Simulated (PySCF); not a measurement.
C3H6BFO, SMILES C(O)B(F)C=C.

The structure is a stationary point at ωB97X-D3(BJ)/def2-SVP. The structure was generated by enumeration, and PubChem lists no compound with its InChIKey, so it may never have been made. Other conformers were not sampled.

Computed with TDA-PBE/def2-SVPD (PySCF).

Vertical excitations. Gas-phase values at a fixed geometry.

Computed UV-visible absorptions:
```json
[
 {"state": "S1", "energy (eV)": "3.44", "λ (nm)": "361", "f": "0.003", "main pairs": "HOMO→LUMO 100 %"},
 {"state": "S2", "energy (eV)": "5.04", "λ (nm)": "246", "f": "0.014", "main pairs": "HOMO−2→LUMO 96 %"},
 {"state": "S3", "energy (eV)": "5.79", "λ (nm)": "214", "f": "0.005", "main pairs": "HOMO−3→LUMO 97 %"},
 {"state": "S4", "energy (eV)": "5.86", "λ (nm)": "211", "f": "0.001", "main pairs": "HOMO→LUMO+1 99 %"},
 {"state": "S5", "energy (eV)": "6.33", "λ (nm)": "196", "f": "0.001", "main pairs": "HOMO→LUMO+2 97 %"},
 {"state": "S6", "energy (eV)": "6.39", "λ (nm)": "194", "f": "0.396", "main pairs": "HOMO−1→LUMO 76 %"},
 {"state": "S7", "energy (eV)": "6.70", "λ (nm)": "185", "f": "0.004", "main pairs": "HOMO→LUMO+3 61 %, HOMO−4→LUMO 36 %"},
 {"state": "S8", "energy (eV)": "6.74", "λ (nm)": "184", "f": "0.041", "main pairs": "HOMO→LUMO+4 98 %"},
 {"state": "S9", "energy (eV)": "6.81", "λ (nm)": "182", "f": "0.004", "main pairs": "HOMO−4→LUMO 62 %, HOMO→LUMO+3 36 %"},
 {"state": "S10", "energy (eV)": "7.13", "λ (nm)": "174", "f": "0.041", "main pairs": "HOMO−1→LUMO+1 94 %"},
 {"state": "T1", "energy (eV)": "3.26", "λ (nm)": "380", "f": "0", "main pairs": "HOMO→LUMO 100 %"},
 {"state": "T2", "energy (eV)": "3.81", "λ (nm)": "326", "f": "0", "main pairs": "HOMO−1→LUMO 97 %"},
 {"state": "T3", "energy (eV)": "4.76", "λ (nm)": "260", "f": "0", "main pairs": "HOMO−2→LUMO 96 %"},
 {"state": "T4", "energy (eV)": "5.35", "λ (nm)": "232", "f": "0", "main pairs": "HOMO−3→LUMO 97 %"}
]
```
Triplets are in the Tamm–Dancoff approximation.
